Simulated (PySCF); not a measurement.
[Fe(H2O)6]2+: Fe(II) (d6), charge +2. The structure is a PBE0-D3(BJ)/def2-SVP, IEF-PCM water geometry optimised for multiplicity 5; coordination octahedral, point group C1, metal–donor distances 2.11–2.13 Å.

Method (PySCF 2.14, density fitting): CASSCF(6,5) with orbitals averaged over all microstates of the shell, strongly contracted NEVPT2 on the averaged canonical orbitals; basis x2c-TZVPall on the metal, x2c-SVPall elsewhere; spin-free X2C; IEF-PCM water; spin-orbit coupling by state interaction with the mean-field operator over all roots.

CASSCF energies above the lowest CASSCF root:

```json
{"state": "5T2g-like", "CASSCF / cm⁻¹": "0"}
{"state": "5T2g-like", "CASSCF / cm⁻¹": "904"}
{"state": "5T2g-like", "CASSCF / cm⁻¹": "1204"}
{"state": "5Eg-like", "CASSCF / cm⁻¹": "8661"}
{"state": "5Eg-like", "CASSCF / cm⁻¹": "8920"}
{"state": "3T1g-like", "CASSCF / cm⁻¹": "16928"}
{"state": "3T1g-like", "CASSCF / cm⁻¹": "17239"}
{"state": "3T1g-like", "CASSCF / cm⁻¹": "17565"}
{"state": "3T2g-like", "CASSCF / cm⁻¹": "20309"}
{"state": "3T2g-like", "CASSCF / cm⁻¹": "20509"}
{"state": "3T2g-like", "CASSCF / cm⁻¹": "20961"}
{"state": "1A1g-like", "CASSCF / cm⁻¹": "21237"}
{"state": "3T1g-like", "CASSCF / cm⁻¹": "23052"}
{"state": "3T1g-like", "CASSCF / cm⁻¹": "23432"}
{"state": "3T1g-like", "CASSCF / cm⁻¹": "23833"}
{"state": "3T2g-like", "CASSCF / cm⁻¹": "25820"}
{"state": "3Eg-like", "CASSCF / cm⁻¹": "26121"}
{"state": "3T2g-like", "CASSCF / cm⁻¹": "26159"}
{"state": "3T2g-like", "CASSCF / cm⁻¹": "26187"}
{"state": "1T1g-like", "CASSCF / cm⁻¹": "26714"}
{"state": "1T1g-like", "CASSCF / cm⁻¹": "27016"}
{"state": "1T1g-like", "CASSCF / cm⁻¹": "27368"}
```

Question: How does dynamic correlation (SC-NEVPT2) move these states?

Answer: 
```
    state  NEVPT2 / cm⁻¹  shift / cm⁻¹
5T2g-like              0             0
5T2g-like           1141          +237
5T2g-like           1530          +326
 5Eg-like          10444         +1783
 5Eg-like          10741         +1820
3T1g-like          13564         -3364
3T1g-like          13985         -3254
3T1g-like          14401         -3164
3T2g-like          18000         -2309
3T2g-like          18190         -2319
3T2g-like          18814         -2148
1A1g-like          16142         -5095
3T1g-like          21488         -1564
3T1g-like          21970         -1462
3T1g-like          22490         -1343
3T2g-like          23647         -2173
 3Eg-like          24691         -1430
3T2g-like          24188         -1972
3T2g-like          24431         -1756
1T1g-like          23376         -3339
1T1g-like          23759         -3257
1T1g-like          24185         -3183
```

NEVPT2 lifts 5Eg-like from 8661 to 10444 cm⁻¹; on the d shell alone it tends to overshoot states that fill the eg-type orbitals. Gaps between spin states lean to high spin in this active space.
